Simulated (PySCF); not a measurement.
## [C7H19NP]+: core ionisation energies

Compound: C7H19NP (charge +1).
SMILES with atom numbers: `[CH3:1][CH2:2][N:3]([CH2:4][CH3:5])[P+:6]([CH3:7])([CH3:8])[CH3:9]`

Structure used (PBE0-D3(BJ)/def2-SVP), in Å, numbered top down from 1:
```xyz
28
C7H19NP angstrom
C      1.202    2.114    1.265
C      1.426    1.100    0.158
N      0.542   -0.069    0.219
C      0.976   -1.176    1.083
C      1.933   -2.129    0.393
P     -1.028   -0.023   -0.287
C     -1.207    1.269   -1.518
C     -2.203    0.294    1.045
C     -1.466   -1.599   -1.034
H      1.955    2.914    1.210
H      1.283    1.651    2.260
H      0.212    2.592    1.192
H      2.454    0.710    0.195
H      1.337    1.573   -0.832
H      1.438   -0.744    1.987
H      0.092   -1.723    1.452
H      1.460   -2.620   -0.469
H      2.831   -1.604    0.033
H      2.264   -2.910    1.093
H     -0.996    2.256   -1.083
H     -2.244    1.259   -1.883
H     -0.527    1.082   -2.362
H     -3.235    0.265    0.664
H     -2.002    1.281    1.485
H     -2.092   -0.471    1.828
H     -0.812   -1.787   -1.897
H     -2.515   -1.569   -1.364
H     -1.351   -2.416   -0.308
```

Level of theory: delta-SCF UKS SCAN, pcX-2 on the ionised atom, pcseg-1 elsewhere, spin-free X2C (PySCF). These are vertical core ionisation energies against the vacuum level, from separate self-consistent calculations with and without the core hole.

Q: What binding energy does each computed site have?

A: 
```csv
atom(s),bonded to,level,binding energy (eV),2p1/2 (eV),above the level's lowest (eV),count
C1/C5,C and 3 H,C 1s,294.18,–,0.00,2
C2/C4,"N, C and 2 H",C 1s,295.50,–,+1.32,2
N3,2 C and P,N 1s,409.06,–,0.00,1
P6,N and 3 C,P 2p3/2,142.68,143.57,0.00,1
P6,N and 3 C,P 1s,2156.57,–,0.00,1
C7/C8/C9,3 H and P,C 1s,295.38,–,+1.20,3
```

The listed C 1s values span 1.32 eV, from C1/C5 (bonded to C and 3 H) to C2/C4 (bonded to N, C and 2 H).

Q: Which effective nuclear charge Zeff reproduces each element's mean 1s value in the hydrogen-like formula E = 13.606 eV × Zeff²?

A: C (Z = 6): mean 295.1 eV, Zeff = 4.66, Z − Zeff = 1.34; N (Z = 7): mean 409.1 eV, Zeff = 5.48, Z − Zeff = 1.52; P (Z = 15): mean 2156.6 eV, Zeff = 12.59, Z − Zeff = 2.41. Means run over the listed sites, weighted by atom count.

Q: Which photon energy gives electrons from C 1s of C1/C5 a kinetic energy of 200 eV, and what is their de Broglie wavelength?

A: hν = 294.18 + 200 = 494.18 eV, recoil neglected; λ = 12.264 Å/√(E/eV) = 0.87 Å.

One atom of each set of topologically equivalent atoms was ionised and stands for the set; in this conformer not all members are related by symmetry, and their own values weren't computed. 2p3/2 and 2p1/2 are the ΔSCF energy of one spin-free 2p hole plus the eigenvalues of a spin–orbit and ligand-field matrix of the shell. 2p1/2 minus 2p3/2 (ligand field included): P 0.89 eV. The species carries charge +1, so core ionisation leaves charge +2. Geometry: PBE0-D3(BJ)/def2-SVP, one conformer, isolated ion.
